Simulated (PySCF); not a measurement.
**Electronic absorption of C2H9NOSi2**

Compound: C2H9NOSi2.
SMILES: `C=N[SiH2][SiH2]OC`

Method used: TDDFT B3LYP/def2-SVPD, vertical, gas phase, core orbitals frozen in the response (PySCF). The structure is a single GFN2-xTB conformer in the gas phase; no vibrational or solvent corrections. Torsions of this conformer, `[CH2:1]=[N:2][SiH2:3][SiH2:4][O:5][CH3:6]`: C1–N2–Si3–Si4 -113°, N2–Si3–Si4–O5 167°, Si3–Si4–O5–C6 56°.

```
state  E (eV)  λ (nm)  ν̃ (cm⁻¹)       f  main configurations (H = HOMO, L = LUMO)
   S1    3.96   313.1      31940  0.0003                                 H→L (95%)
   S2    5.13   241.6      41380  0.0022                               H→L+1 (90%)
   S3    5.40   229.5      43580   0.073                H-1→L (82%), H-1→L+1 (10%)
   S4    5.87   211.4      47310   0.095                H-1→L+1 (87%), H-1→L (11%)
   S5    6.08   203.9      49050   0.013                               H→L+2 (97%)
   S6    6.18   200.7      49830   0.034                               H-2→L (88%)
   S7    6.52   190.3      52550   0.040                               H→L+3 (87%)
   S8    6.61   187.5      53330   0.016              H-1→L+2 (63%), H-2→L+1 (29%)
```

Triplets, Tamm–Dancoff:

| state | E (eV) | λ (nm) | main configurations (H = HOMO, L = LUMO) |
| --- | --- | --- | --- |
| T1 | 3.39 | 365.6 | H→L (91%) |
| T2 | 4.61 | 268.7 | H-1→L (71%), H-3→L (10%) |
| T3 | 4.97 | 249.5 | H→L+1 (89%) |

The lowest singlet lies at 3.96 eV (313 nm, ultraviolet) and is dark (f under 0.0005); its leading configuration is HOMO→LUMO (95%). The strongest level in the table is S4 at 5.87 eV (211 nm, f = 0.095). Löwdin shares by element: HOMO nitrogen 57%, carbon 16% or more, silicon 10% or more, hydrogen 6% or more; LUMO carbon 35% or more, nitrogen 29%, silicon 15% (atoms not listed hold the other 20%). Weighted by f, the mean energy of these states is 5.92 eV. The listed states span 2.65 eV, and the widest gap between neighbours is 1.17 eV (S1 to S2). Of the 8 states listed, 6 reach f = 0.01 and 1 stays under 0.0005. Only the lowest 8 singlets were computed, as vertical energies without vibronic structure.
